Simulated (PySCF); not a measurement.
Two species compared at the same levels of theory.

First species: C6H17NSi.
InChI=1S/C6H17NSi/c1-6(2,3)5-7(4)8/h5H2,1-4,8H3

Second species: C₄H₈GeO.
InChI=1S/C4H8GeO/c5-6-4-2-1-3-4/h1-2,4H,3H2,5H3/t4-/m0/s1

Levels: CAM-B3LYP/def2-SVPD for dipole moment, HOMO energy, LUMO energy, HOMO–LUMO gap, static isotropic polarisability and electronic spatial extent ⟨r²⟩ about the centre of nuclear charge; TDDFT CAM-B3LYP/def2-SVPD for lowest singlet excitation; TDA CAM-B3LYP/def2-SVPD for lowest triplet excitation (Tamm–Dancoff); ΔSCF CAM-B3LYP/def2-SVPD for vertical ionisation energy; PBE0-D3(BJ)/def2-SVP for rotational constant A and rotational constant C. Geometries: PBE0-D3(BJ)/def2-SVP. All species are isolated and taken at one optimised geometry, non-relativistic unless stated. Electronic properties by PySCF.

Dipoles, sizes and rotational constants follow the conformer. The torsions of the flexible species, by atom-mapped SMILES:
- `[CH3:1][N:2]([SiH3:3])[CH2:4][C:5]([CH3:6])([CH3:7])[CH3:8]`: C1–N2–C4–C5 92°, N2–C4–C5–C6 -57°
- `[GeH3:1][O:2][C@H:3]1[CH:4]=[CH:5][CH2:6]1`: Ge1–O2–C3–C4 180°

(1) Which of the two has the higher dipole moment, and by how much?

(2) Which of the two has the higher LUMO energy, and by how much?

(3) Which of the two has the higher HOMO energy, and by how much?

(4) Which has the higher HOMO–LUMO gap?

(5) Which has the higher rotational constant A?

(6) Which of the two has the higher static isotropic polarisability, and by how much?

(7) Which of the two has the higher vertical ionisation energy, and by how much?

(8) Which has the higher ⟨r²⟩?

Results:

(1) The second: 1.25 D against 0.97 D, a difference of 0.28 D.

(2) The first: 1.12 eV against 0.80 eV, a difference of 0.32 eV.

(3) The first: -7.60 eV against -8.65 eV, a difference of 1.05 eV.

(4) The second: 9.45 eV against 8.72 eV, a difference of 0.73 eV.

(5) The second: 8.759 GHz against 2.487 GHz, a difference of 6.272 GHz.

(6) The first: 108.9 au against 79.3 au, a difference of 29.6 au.

(7) The second: 9.44 eV against 8.10 eV, a difference of 1.34 eV.

(8) The first: 1470 bohr² against 1111 bohr², a difference of 359 bohr².

On the first: The dipole matches unit charges of opposite sign 0.20 Å apart (1 e·Å = 4.8032 D). The 10 singlets span 5.81 to 8.07 eV, and their oscillator strengths add up to 0.14.

On the second: The vertical singlet–triplet gap S1 − T1 is 2.12 eV (TDDFT singlet less Tamm–Dancoff triplet). The ΔSCF ionisation energy exceeds −ε(HOMO) by 0.79 eV with CAM-B3LYP. Relativistic effects, spin–orbit coupling among them, are left out although an element past zinc is present.
